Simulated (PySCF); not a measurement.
Q: Write a Z-matrix for `CN(C)P1(=N)C=C1` as optimised with PBE0-D3(BJ)/def2-SVP.

A: 
Z-matrix in Å and degrees, rows numbered from 1:
```
C 
N   1  1.4389
C   2  1.4443  1  115.63
P   2  1.6854  1  123.36  3   164.62
N   4  1.5606  2  115.87  1   168.16
C   4  1.7469  2  116.18  1   -40.94
C   6  1.3461  4   68.13  2    92.45
H   1  1.0985  2  110.62  3   174.34
H   1  1.1077  2  112.50  3   -64.77
H   1  1.1040  2  110.23  3    55.51
H   3  1.0979  2  109.21  1   176.15
H   3  1.1046  2  110.97  1   -64.01
H   3  1.1068  2  111.72  1    56.38
H   5  1.0193  4  113.50  2   -45.93
H   6  1.0940  4  153.75  7   172.93
H   7  1.0946  4  155.64  6  -172.81
```

N2 (nitrogen bonded to 2 C and P) is almost planar (angles 123.4°, 119.2° and 115.6°, sum 358.2°, 0.12 Å off the plane of its three neighbours). The 2 N–P bonds span 1.561 Å (P4=N5, drawn double) to 1.685 Å (N2–P4, drawn single), a spread of 0.124 Å. P4 (phosphorus bonded to 2 C and 2 N) has angles from 45.1° to 130.5°. Of the pairs four or more bonds apart, C7···H8 is among the closest relative to their van der Waals radii: 2.52 Å, 87 % of the sum of Bondi's values.

Computed with PySCF 2.14.0, PBE0-D3(BJ)/def2-SVP geometry optimisation, gas phase.

Point group: C1 (no symmetry element, even within 0.4 Å). Not checked by PBE0-D3(BJ)/def2-SVP frequencies. The numbers are those of one conformer (C1–N2–P4–N5 168°).
